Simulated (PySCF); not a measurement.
Os(OH)3 (H₃O₃Os), SMILES [OH][Os]([OH])[OH] (connectivity only; charge and spin as stated), neutral, multiplicity 4.

Coordinates come from a PBE0-D3(BJ)/def2-SVP optimisation. The multiplicity is an assumed one; other spin states were not compared. The def2 effective core potentials stand for the cores of Os; spin–orbit coupling is left out. Other conformers were not sampled.

Two levels are set side by side: PBE/def2-TZVPD (PySCF) and ωB97X/def2-TZVPD (PySCF). Same geometry, gas phase. Differences are taken from unrounded values.

```tsv
quantity	PBE
α-spin orbital gap (eV)	2.42
β-spin orbital gap (eV)	1.12
dipole moment (D)	2.19
mean polarisability (bohr³)	62.5
```

Task: These are the PBE values. What does ωB97X give? (An estimate is asked for; the answer gives what the named calculation found.)

Result: 
```
quantity                     ωB97X  PBE minus ωB97X
---------------------------  -----  ---------------
α-spin orbital gap (eV)       9.58            -7.16
β-spin orbital gap (eV)       8.11            -6.99
dipole moment (D)             2.42            -0.22
mean polarisability (bohr³)   56.3              6.1
```

Loosely held outer electrons make PBE densities more polarisable. Differences between two approximate levels are no errors against the true value.

Rough cost on one machine, each run with all the roots and properties that it gave: ωB97X against PBE within a factor of 2.
